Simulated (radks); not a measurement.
Values are calculated unless marked as measured or tabulated.
Spherical quantum dot in the effective-mass picture: electrons in a parabolic well V = omega^2 r^2 / 2 with omega = 0.412, all in effective atomic units (hartree* = m*/eps^2 hartree, bohr* = eps/m* bohr), one dielectric constant everywhere. Level of theory: non-relativistic Kohn-Sham, r2SCAN, spin-polarised, spherical densities, generalised Kohn-Sham scheme (a radial shooting solver with Libxc functionals). Levels are named by radial order and angular momentum (1s, 1p, 1d, 2s, ...), and open shells are averaged over m. Each electron was tried in the lowest free levels, single moves between levels near the top were tried too, and the lowest total energy was kept; such a search can miss a lower state. The series stops at N = 6: beyond it a trial failed or the search could not be trusted, so later rows were left out. At N = 1 the Hartree and exchange-correlation terms need not cancel, so that row can carry a self-interaction error.

N	open shells	2S	E (hartree*)	mu = E(N) - E(N-1) (hartree*)	addition energy mu(N+1) - mu(N) (hartree*)	e(HOMO) (hartree*)
1	1s(up 1, down 0)	1	0.618871	0.61887	0.4511	0.78847
2	none	0	1.68889	1.0700	0.6510	1.2274
3	1p(up 1, down 0)	1	3.40993	1.7210	0.2705	1.8538
4	1p(up 2, down 0)	2	5.40144	1.9915	0.2781	2.1305
5	1p(up 3, down 0)	3	7.67105	2.2696	0.3758	2.4079
6	1p(up 3, down 1)	2	10.3164	2.6454	-	2.7636

All shells are closed at N = 2 (there: 1s2); the second difference of the energy has clear peaks (12 % above both neighbours; the first and last values, which can be the largest, are not judged, and half-filled shells can peak too) at N = 2.
